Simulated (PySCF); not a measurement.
Match the calculated data to a structure.

All candidates are C7H5FO2.

| technique | computed result |
| --- | --- |
| UV, strongest line | among the 6 lowest singlet transitions: S6 at 6.85 eV (181 nm, f = 0.562) [TDDFT CAM-B3LYP/def2-SVPD] |
| Dipole | 4.41 D [CAM-B3LYP/def2-SVPD] |
| UV, first state | lowest singlet excitation: 5.08 eV (244 nm, f = 0.001) [TDDFT CAM-B3LYP/def2-SVPD] |
| Polarisability | 90.1 au [CAM-B3LYP/def2-SVPD] |
| Rotational structure | rotational constants A, B, C: 3.824, 0.785, 0.651 GHz [PBE0-D3(BJ)/def2-SVP] |

Electronic properties: PySCF, gas phase, density fitting. Levels stand in brackets. One conformer (not necessarily the lowest) at the PBE0-D3(BJ)/def2-SVP geometry, without solvent, vibrations or thermal averaging.

**Question.** Which candidate is it?
A. `C#CC1=COC(CF)=CO1`
B. `O=C(F)c1ccc(O)cc1`
C. `O=C(O)c1cccc(F)c1`

**Answer.** B. It is `O=C(F)c1ccc(O)cc1`. Numbering: `[O:1]=[C:2]([F:3])[c:4]1[cH:5][cH:6][c:7]([OH:8])[cH:9][cH:10]1`. Its formula, C7H5FO2, gives 5 degrees of unsaturation: 1 ring and 4 π bonds in the structure found (Kekulé form). The optimised geometry has point group Cs and is an asymmetric top.

The others, at the same levels:
- `O=C(O)c1cccc(F)c1` fails: its computed static isotropic polarisability is 87.5 au (against 90.1 au), rotational constant A is 2.655 GHz (against 3.824 GHz) and smallest rotational constant is 0.693 GHz (against 0.651 GHz).
- `C#CC1=COC(CF)=CO1` fails: its computed lowest singlet excitation is 3.76 eV (329 nm, f = 0.018) (against 5.08 eV), strongest line among the 6 lowest singlet transitions is S5 at 5.97 eV (208 nm, f = 0.125) (against S6 at 6.85 eV) and rotational constant A is 4.625 GHz (against 3.824 GHz).

Each candidate is one conformer, not necessarily the lowest. The conformers computed, where there is a choice (atom-mapped SMILES and torsion angles):
- `[O:1]=[C:2]([F:3])[c:4]1[cH:5][cH:6][c:7]([OH:8])[cH:9][cH:10]1`: O1–C2–C4–C5 180°, H–O8–C7–C6 180°
- `[O:1]=[C:2]([OH:3])[c:4]1[cH:5][cH:6][cH:7][c:8]([F:9])[cH:10]1`: O1–C2–C4–C5 -1°, H–O3–C2–O1 0°
- `[CH:1]#[C:2][C:3]1=[CH:4][O:5][C:6]([CH2:7][F:8])=[CH:9][O:10]1`: O5–C6–C7–F8 179°
